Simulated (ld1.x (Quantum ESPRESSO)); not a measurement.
## Which change was made? (S, TM)

* Element: S
* Generator: ld1.x (Quantum ESPRESSO) 7.5
* Type: norm-conserving Troullier–Martins (Kleinman–Bylander form)
* Functional: PBE
* Relativity: non-relativistic
* Frozen core: [Ne]
* Valence charge: 6
* Reference configuration: 3s2 3p4
* Partial waves: 3p (bound): rc 1.55 bohr; 3s (bound): rc 1.45 bohr
* Local potential: the s channel
* Core correction: none

Cutoffs, loose and tight: the cutoffs (Ry, on a coarse ladder) from which the occupation-weighted sum of valence levels, in a spherical-Bessel basis at the reference potential, stays within 10 and 1 mRy of its value at 400 Ry. They do not see the model core or the augmentation charge, which bear on the density cutoff. Test errors are all-electron minus pseudo excitation energies from the reference, over the configurations 3s2 3p3; 3s2 3p2; 3s2 3p1; 3s1 3p5; 3s0 3p6; 3s2 3p4.3; 3s2 3p3.5; variants that change the core or the reference have their own tests.

The base gives: outcome: generated; cutoff, loose: 40 Ry; cutoff, tight: 60 Ry; bound ghosts: none; largest test error (meV): +67.

Problem. After one change the result is: outcome: generated; cutoff, loose: 25 Ry; cutoff, tight: 45 Ry; bound ghosts: none; largest test error (meV): +106. Which change was it?
A. type ultrasoft; waves now 3s (bound): rcut 1.25, rcutus 1.45 bohr; 3s channel at 3.25 Ry: rcut 1.25, rcutus 1.45 bohr; 3p (bound): rcut 1.35, rcutus 1.55 bohr; 3p channel at 0.3 Ry: rcut 1.35, rcutus 1.55 bohr; local potential all-electron potential smoothed inside 1.40 bohr (lloc = -1); augmentation PSQ, inside the norm-conserving radii
B. local potential all-electron potential smoothed inside 1.10 bohr (lloc = -1)
C. all radii scaled by about 1.24 (s 1.80, p 1.92 bohr)
D. wave 3s (bound): rc 1.45 bohr becomes 3s (bound): rc 2.00 bohr

Solution. C. The others give: wave 3s (bound): rc 1.45 bohr becomes 3s (bound): rc 2.00 bohr → outcome: generated; cutoff, loose: 25 Ry; cutoff, tight: 40 Ry; bound ghosts: none; largest test error (meV): +179 | type ultrasoft; waves now 3s (bound): rcut 1.25, rcutus 1.45 bohr; 3s channel at 3.25 Ry: rcut 1.25, rcutus 1.45 bohr; 3p (bound): rcut 1.35, rcutus 1.55 bohr; 3p channel at 0.3 Ry: rcut 1.35, rcutus 1.55 bohr; local potential all-electron potential smoothed inside 1.40 bohr (lloc = -1); augmentation PSQ, inside the norm-conserving radii → outcome: generated; cutoff, loose: 18 Ry; cutoff, tight: 35 Ry; bound ghosts: none; largest test error (meV): +13 | local potential all-electron potential smoothed inside 1.10 bohr (lloc = -1) → outcome: generated; cutoff, loose: 30 Ry; cutoff, tight: 60 Ry; bound ghosts: none; largest test error (meV): +98.
